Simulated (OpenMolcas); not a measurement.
Co2+ (d7) on a cation site of an ionic host was computed by CASSCF with the d shell active (OpenMolcas, ANO-RCC-VDZP on the metal). Its lowest spin-free states, and all those of the highest spin:

```csv
2S+1,Degeneracy,E (cm-1)
4,1,0.0
4,3,3234
4,3,5742
2,2,20595
2,3,21083
2,1,21800
4,3,22362
2,3,22503
2,3,26860
2,3,27218
2,2,28771
2,3,29261
```

Is the site octahedral, tetrahedral or cube-like, axial, or of lower symmetry?

The states with 2S+1 = 4 have orbital degeneracies 1, 3, 3, 3. Threefold states need a cubic site. For d7 at this spin an octahedron puts the threefold T1 below the threefold T2 and a tetrahedron or cube puts the single A2 below the threefold T2, so the site is a tetrahedron or a cube, which this pattern cannot tell apart. The first gap at this spin, 3230 cm-1, is |10Dq| in ligand-field theory. The run had Co2+ with its 8 nearest fluoride ions at 2.264 Å, on the Ca site of CaF2 (a = 5.46294 Å, distance in the model lattice 2.366 Å). The rest of the host is ab initio model potentials to 7.6 Å and point charges beyond; the distance is set by hand and nothing relaxes. Ligand basis ANO-RCC-VDZP.

Without dynamic correlation the repulsion within the d shell is too large (B by tens of per cent), so at a given field states of lower spin stand too high. Ligand-to-metal charge-transfer states are missing. With no ligand orbital active B as a rule stays too high, so bands that hang on it stand too high and its fall with covalency is understated. With metal d orbitals alone and no dynamic correlation 10Dq can be off by a tenth to a fifth, either way, in oxide and fluoride hosts. No measured value stands beside these numbers; the geometry was set by hand and not optimised.
